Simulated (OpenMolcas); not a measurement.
Mo4+ among 3 point charges of -3 e arranged as a planar triangle (D3h).

* Program: OpenMolcas
* Method: CASSCF
* Basis: ANO-RCC-VDZP [6s5p3d1f]
* Scalar Hamiltonian: DKH2, point nucleus
* Active space: 2 electrons in 5 orbitals (4d)
* State averaging: 2S+1 = 3 even, 10 roots; 2S+1 = 1 even, 15 roots
* Spin-orbit coupling: RASSI with atomic mean-field integrals over the reference wave functions

All point charges move together. At R = 1.84 Å the first state of the same spin is 7017 cm-1, and at R = 2 Å it is 3501 cm-1.

Task: A third run gives 1520 cm-1. What distance was it run at?

Result: With a power law R^-n the two known points give n = -ln(3501 / 7017) / ln(2 / 1.84) = 8.34. Then R = 1.84 × (7017 / 1520)^(1/8.34) = 2.210 Å. The run was at 2.17 Å, so the estimate is off by +0.040 Å.

An orbital doublet at a regular site is open to a Jahn-Teller distortion, which this geometry leaves out. Without dynamic correlation the repulsion within the d shell is too large (B by tens of per cent), so at a given field states of lower spin stand too high. Point charges carry no covalency, so the field is a model and not that of real ligands. No measured value stands beside these numbers.
